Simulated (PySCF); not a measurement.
Species: SnEt(NHEt)3, C8H23N3Sn.
Structure used (PBE0-D3(BJ)/def2-SVP), in Å, numbered top down from 1:
```xyz
35
C8H23N3Sn angstrom
Sn     0.382    0.210    0.414
C      0.182    0.178    2.565
C     -1.266    0.002    2.999
H      0.608    1.117    2.952
H      0.820   -0.640    2.936
H     -1.365   -0.011    4.097
H     -1.905    0.818    2.625
H     -1.691   -0.942    2.622
N      2.329   -0.108   -0.089
C      2.767    0.149   -1.448
C      2.984    1.617   -1.789
H      3.006    0.215    0.597
H      3.697   -0.419   -1.644
H      2.013   -0.279   -2.132
H      2.049    2.181   -1.638
H      3.310    1.748   -2.834
H      3.758    2.060   -1.140
N     -0.413    1.908   -0.403
C     -1.501    1.865   -1.353
C     -2.892    1.727   -0.743
H     -0.473    2.707    0.223
H     -1.479    2.773   -1.986
H     -1.321    1.022   -2.041
H     -2.979    0.794   -0.159
H     -3.679    1.716   -1.516
H     -3.107    2.562   -0.057
N     -0.541   -1.233   -0.688
C     -0.074   -2.601   -0.651
C     -0.520   -3.408    0.563
H     -1.555   -1.170   -0.720
H     -0.396   -3.125   -1.571
H      1.029   -2.583   -0.690
H     -0.140   -2.960    1.496
H     -0.159   -4.449    0.517
H     -1.621   -3.437    0.634
```

Theory: PBE0-D3(BJ)/def2-SVP geometry optimisation, gas phase, def2 core potentials past Kr (PySCF 2.14.0).

Which atoms are bound to Sn1, and at what distances?

4 atoms: N9 2.035 Å, N27 2.037 Å, N18 2.045 Å, C2 2.160 Å. The nearest atom not counted as bound is H12, at 2.63 Å (others tie with it).

List the angles at Sn1.

```
      angle  degrees  distance of the outer atoms (Å)
 C2–Sn1–N27    119.1                             3.62
 N9–Sn1–N18    113.8                             3.42
 C2–Sn1–N18    112.0                             3.49
  C2–Sn1–N9    109.4                             3.43
N18–Sn1–N27    101.3                             3.16
 N9–Sn1–N27    100.9                             3.14
```

What is the shape at Sn1?

Distorted tetrahedral: angles from 100.9° to 119.1°; τ4 = (360° − α − β)/141° = 0.90 with α and β the two widest (0 for a square, 1 for a tetrahedron).

What are the other bond lengths?

C2–C3 1.522 Å; N9–C10, N18–C19, N27–C28 1.447 Å; C10–C11, C19–C20, C28–C29 1.524 Å. (A selection.)

Give some angles away from the centre.

Sn1–C2–C3 112.0°, Sn1–N9–C10 119.5°, N9–C10–C11 115.0°, Sn1–N18–C19 122.1°.

What are the rotational constants (commonest isotopes, rigid rotor)?

A = 611.2, B = 547.6, C = 440.1 MHz: an asymmetric top.

Point group: C1 (no symmetry element, even within 0.4 Å). Charge 0, singlet. Not checked by PBE0-D3(BJ)/def2-SVP frequencies.

Time: 4.8 min wall, 11 min CPU; peak memory 2.6 GiB. Hardware: 2 threads of an Intel Xeon 6975P-C, on a shared host. This is the geometry optimisation.

One conformer stands for the species.
